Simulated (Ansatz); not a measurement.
Consider the formal exchange of groups at a Ga–F bond: `[F][GaH][ZnH]` + `COCO` → `CO[CH2][GaH][ZnH]` + `OF`.

Gas-phase electronic energies from Ansatz, PBE0-D4/def2-TZVP geometries. CBS: MP2 limit from def2 TZ/QZ plus the TZ coupled-cluster correction, frozen cores. This one scheme is used for every species. Functionals use def2-TZVPP. B3LYP here is the variant with VWN-RPA as its local correlation; programs differ in this. For Ga, Zn outer-core shells are correlated without core-valence functions, which leaves a few kJ/mol of doubt a bond. Scalar relativity is left out up to krypton. One conformer a species, not always the lowest.

```csv
level,ΔE (eV)
PBE-D4,4.90
r2SCAN-D4,5.17
PBE,4.96
B3LYP,5.23
MP2/def2-TZVPP,5.44
HF/def2-QZVPP,5.87
HF/CBS(def2),5.88
MP2/CBS(def2),5.47
```

(1) What does CCSD(T)/CBS give? (Estimate.)

Largest T1 diagnostic among the species: 0.016.

## Answers

(1) The calculation gave: +5.24 eV. The listed levels differ from it by -0.34, -0.07, -0.28, -0.01, 0.20, 0.63, 0.64, 0.23 eV.

The D4 term adds −0.10 eV with B3LYP and −0.06 eV with PBE0; it sums over pairs of atoms, weighted by their polarisabilities, and B3LYP, whose exchange is more repulsive, gets the larger term. In def2-TZVPP, CCSD(T) changes the Hartree–Fock value by −0.61 eV (the triples alone add −0.10 eV) and MP2 by −0.39 eV. From PBE to PBE0 (25 % exact exchange), in def2-TZVPP and without D4, ΔE moves by +0.22 eV.
